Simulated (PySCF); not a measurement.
arsenic trifluoride cation (AsF3), SMILES F[As](F)F (connectivity only; charge and spin as stated), charge +1, multiplicity 2. Geometry optimised at ωB97X-D3(BJ)/def2-SVP. The spin state was assumed, not searched.

Calculation: ωB97X-D3(BJ)/def2-SVP run with PySCF 2.14.0.

Harmonic wavenumbers (cm⁻¹): 232, 232, 283, 768, 816, 816. Rotational constants (GHz): 6.214, 6.214, 3.684; symmetry number 3.

Problem. Work out the zero-point energy and the ideal-gas rigid-rotor harmonic-oscillator thermochemistry at 298.15 K and 1 atm.

Solution. ZPE = ½ Σ hcν = ½ × 3148 cm⁻¹ = 4.50 kcal/mol. H − E(el) = 7.94 kcal/mol. Entropy in cal/(mol K): translation 40.54, rotation 23.04, vibration 5.86, spin 1.38, total 70.83. G − E(el) = -13.18 kcal/mol. Cp = 15.19 cal/(mol K).
